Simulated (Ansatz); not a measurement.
`[OH2+][Al-]([F])([F])[F]`. Total charge 0; spin multiplicity 1.

```xyz
7

O     0.213    0.741   -0.817
Al   -0.270   -0.659    0.432
F    -1.101    0.316    1.480
F    -1.146   -1.739   -0.445
F     1.279   -1.085    0.830
H    -0.144    1.600   -0.560
H     1.169    0.826   -0.918
```

**Question.** What are the harmonic wavenumbers in cm⁻¹ at PBE0-D4/def2-TZVP (Ansatz, finite differences of forces, unscaled)? (An estimate is asked.)

**Answer.** Computed: 121, 155, 187, 242, 250, 288, 467, 502, 678, 678, 903, 910, 1627, 3796, 3886.

**Question.** Is this a minimum?

**Answer.** Yes, all 15 modes are real.

**Question.** Give the ideal-gas thermochemistry at 298.15 K and 1 bar (rigid rotor, harmonic oscillator; point group Cs, symmetry number 1).

**Answer.** Zero-point energy 87.9 kJ/mol; H(298) − E = 108.7 kJ/mol; entropy 341.4 J/(mol·K), of which translation 166.5, rotation 110.9, vibration 64.0; G(298) − E = 6.9 kJ/mol.

**Question.** And at 400, 500, 600, 800 and 1000 K?

**Answer.** 
| T (K) | H − E (kJ/mol) | S (J/mol/K) | G − E (kJ/mol) |
| --- | --- | --- | --- |
| 400 | 119.6 | 372.8 | -29.5 |
| 500 | 131.2 | 398.7 | -68.1 |
| 600 | 143.4 | 421.0 | -109.1 |
| 800 | 169.1 | 457.8 | -197.2 |
| 1000 | 195.8 | 487.6 | -291.8 |
